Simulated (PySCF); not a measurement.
This PySCF input asks for the NMR shieldings of `CC#CB1CC[SiH2]CS1`, C6H11BSSi; the geometry comes from GFN2-xTB.

```python
import basis_set_exchange as bse
import numpy as np
from pyscf import gto, dft
from pyscf.prop import nmr

atoms = """
C     4.418221    0.044298   -0.421955
C     2.996835    0.146173   -0.187817
C     1.808010    0.231517    0.010324
B     0.330230    0.329372    0.254682
C    -0.510757   -0.930328    0.746048
C    -1.631976   -1.320206   -0.238575
Si   -2.880903    0.091024   -0.517413
C    -2.189986    1.593754    0.428762
S    -0.443332    1.906547   -0.027985
H     4.766503    0.895782   -1.006558
H     4.945843    0.030866    0.532117
H     4.644610   -0.875588   -0.961532
H    -0.965440   -0.718910    1.719892
H     0.139907   -1.796738    0.894987
H    -2.141291   -2.211018    0.135461
H    -1.173522   -1.608139   -1.186824
H    -4.195549   -0.216251    0.058947
H    -2.980525    0.446034   -1.935556
H    -2.717155    2.514422    0.191573
H    -2.224870    1.458066    1.508386
"""
names = dict.fromkeys(["C", "B", "Si", "S", "H"], "pcSseg-1")
basis = {el: gto.basis.parse(bse.get_basis(n, elements=[el], fmt="nwchem")) for el, n in names.items()}
mol = gto.M(atom=atoms, basis=basis, charge=0, verbose=0)
mf = dft.RKS(mol, xc="PBE0")
mf.grids.level = 2
mf.grids.alignment = dft.numint.BLKSIZE   # the property module wants whole blocks of grid points
mf.conv_tol = 1e-9
mf.kernel()

calc = nmr.RKS(mf)   # GIAO
C = mf.mo_coeff
Co = C[:, mf.mo_occ > 0]
resp = mf.gen_response(singlet=True, hermi=2)
def vind(x):   # induced exchange potential for any number of trial vectors
    d = np.einsum("pi,xij,qj->xpq", C, 2 * x.reshape(-1, C.shape[1], Co.shape[1]), Co, optimize=True)
    return np.einsum("xpq,pi,qj->xij", resp(d - d.transpose(0, 2, 1)), C, Co, optimize=True).ravel()
mo1, _ = nmr.rhf.solve_mo1(calc, with_cphf=vind)
sigma = calc.kernel(mo1)
for i, s in enumerate(sigma):   # ppm
    print("%2d %-2s %9.2f" % (i, mol.atom_pure_symbol(i), np.trace(s) / 3))
```

Problem. Give the expected output.

Solution. 
```
 0 C     179.77
 1 C      55.07
 2 C      93.20
 3 B      42.34
 4 C     166.97
 5 C     186.46
 6 Si    395.73
 7 C     175.67
 8 S     400.06
 9 H      29.42
10 H      29.42
11 H      29.44
12 H      30.76
13 H      29.63
14 H      30.62
15 H      31.08
16 H      27.31
17 H      27.75
18 H      29.81
19 H      29.80
```

These numbers come from an equivalent density-fitted implementation of the same equations, which agrees with the script to about 0.01 ppm for H and up to a few tenths of a ppm for heavy atoms, so last digits may differ.

Size and cost of the density-fitted run: 222 basis functions, 79 s wall time on 1 thread of an Arm Neoverse N1, shared host; peak memory 1.1 GiB.
